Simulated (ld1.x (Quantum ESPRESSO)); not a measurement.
# Configuration tests for Cr (TM)

ld1.x (Quantum ESPRESSO) 7.5 input, shortened:

```
&input
   title='Cr', zed=24., rel=1, dft='PBE', iswitch=3,
   config='[Ar] 3d3 4s0 4p0'
 /
 &inputp
   pseudotype=2, tm=.true., lloc=2,
   nlcc=.true., rcore=1.10
 /
3
4S  1  0   0.00   0.00  1.60  1.60  0.0
4P  2  1   0.00   0.00  2.50  2.50  0.0
3D  3  2   3.00   0.00  1.60  1.60  0.0
 &test
   configts(1)='3d3 4s0 4p0'
 /
```

Energies are relative to the spin-unpolarised reference configuration 3d3 4s0 4p0; without spin polarisation the order of configurations can differ from experiment. Not all tests gave a result: 1 of 7 tests not solved or not reliable. Left out of the table: 3d6 4s0 4p0 (pseudo-atom not self-consistent, printed error -159 eV).

(1) Give the all-electron excitation energy and the error of the potential for: 3d5 4s1 4p0; 3d5 4s0 4p0; 3d4 4s0 4p0; 3d4 4s1 4p1; 3d4 4s1 4p0; 3d5 4s0 4p1.

Levels in the configuration 3d5 4s0 4p0:

```tsv
level	all-electron (eV)	pseudo (eV)
3d	-9.875	-9.424
```

Note: ghost states, extra bound levels that the all-electron valence spectrum of the same l lacks: s at -122.7 eV, p at -94.8 eV. A true bound ghost makes a file unfit for plane-wave use.

Results:

(1)

| valence configuration | charge | ΔE all-electron (eV) | error AE − PS (meV) |
| --- | --- | --- | --- |
| 3d5 4s1 4p0 | 0 | -53.702 | -765 |
| 3d5 4s0 4p0 | +1 | -46.801 | -932 |
| 3d4 4s0 4p0 | +2 | -30.749 | -355 |
| 3d4 4s1 4p1 | 0 | -50.196 | -258 |
| 3d4 4s1 4p0 | +1 | -45.715 | -353 |
| 3d5 4s0 4p1 | 0 | -50.581 | -765 |
